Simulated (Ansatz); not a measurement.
In(CF3)(OH)2 (CH2F3InO2), SMILES [In]([C](F)(F)F)([OH])[OH]. Atoms are numbered in the order given.

```xyz
9

In     0.2613     0.4630     0.3945
C     -0.5919    -1.1042    -0.9040
F     -1.9284    -1.1308    -0.8056
F     -0.1455    -2.3242    -0.6054
F     -0.2972    -0.8732    -2.1912
O      1.4444     0.0074     1.9222
H      1.7301     0.8013     2.3903
O     -0.0511     2.4212     0.1929
H     -0.6236     2.6440    -0.5499
```
Charge 0, spin multiplicity 1.

Coordinates come from a PBE0-D3(BJ)/def2-SVP optimisation. The structure was generated by enumeration; whether it is a known compound was not checked. The def2 effective core potentials stand for the cores of In; spin–orbit coupling is left out. One conformer was computed; it need not be the lowest.

Two levels are set side by side: PBE-D3(BJ)/def2-SVP (Ansatz, a program for electronic structure) and PBE0-D3(BJ)/def2-SVP (Ansatz). Each level has its own optimised geometry; the coordinates shown are those of the second. Differences are taken from unrounded values.

| quantity | PBE0-D3(BJ) |
|---|---|
| mean bond length (Å) | 1.516 |
| bond In1–C2 (Å) | 2.207 |
| bond In1–O6 (Å) | 1.985 |
| bond In1–O8 (Å) | 1.993 |
| bond C2–F3 (Å) | 1.340 |
| bond C2–F4 (Å) | 1.333 |
| bond C2–F5 (Å) | 1.341 |
| bond O6–H7 (Å) | 0.965 |
| bond O8–H9 (Å) | 0.964 |

What does PBE-D3(BJ) give, and how far is it from PBE0-D3(BJ)? (The exact figures need the calculation; the answer reports its results.)


| quantity | PBE-D3(BJ) | PBE-D3(BJ) minus PBE0-D3(BJ) |
|---|---|---|
| mean bond length (Å) | 1.536 | 0.020 |
| bond In1–C2 (Å) | 2.231 | 0.024 |
| bond In1–O6 (Å) | 2.015 | 0.030 |
| bond In1–O8 (Å) | 2.024 | 0.031 |
| bond C2–F3 (Å) | 1.356 | 0.016 |
| bond C2–F4 (Å) | 1.349 | 0.016 |
| bond C2–F5 (Å) | 1.356 | 0.016 |
| bond O6–H7 (Å) | 0.978 | 0.013 |
| bond O8–H9 (Å) | 0.977 | 0.013 |

GGA bonds tend to be longer and softer than those of functionals with exact exchange. Differences between two approximate levels are no errors against the true value.
